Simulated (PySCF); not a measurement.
Give a GFN2-xTB geometry of `Fc1ccc(cc1)C#N` (4-fluorobenzonitrile).

```xyz
13
C7H4FN angstrom
N      3.5274   -0.7379   -0.4670
C      2.4152   -0.5053   -0.3188
C      1.0417   -0.2179   -0.1375
C      0.1251   -1.2631   -0.0119
C     -1.2158   -0.9847    0.1630
C     -1.6218    0.3391    0.2099
F     -2.9272    0.6124    0.3785
C     -0.7286    1.3912    0.0889
C      0.6117    1.1090   -0.0849
H      0.4696   -2.2853   -0.0525
H     -1.9446   -1.7733    0.2633
H     -1.0872    2.4075    0.1324
H      1.3303    1.9087   -0.1811
```

Orientation and origin are arbitrary. Atoms count from 1 in this order. The 9 heavy atoms lie in one plane (0.002 Å rms). The 7 C–C bonds span 1.381 Å (C8–C9, aromatic) to 1.415 Å (C2–C3, drawn single), a spread of 0.034 Å. The 6-membered ring C3–C4–C5–C6–C8–C9 has internal angles of 118.8° to 122.3° (sum 720°, against 720° for a flat polygon); it is planar, 0.00 Å rms from its mean plane, widest ring torsion 0°.

Bonds between heavy atoms (Å): N1≡C2 1.146, C2–C3 1.415, C3–C4 1.396, C4–C5 1.381, C5–C6 1.385, C6–F7 1.344, C6–C8 1.385, C8–C9 1.381, C3–C9 1.396.

Structure optimised with GFN2-xTB, isolated species.

Point group: C2v (tolerance 0.08 Å). GFN2-xTB frequencies: not computed here.
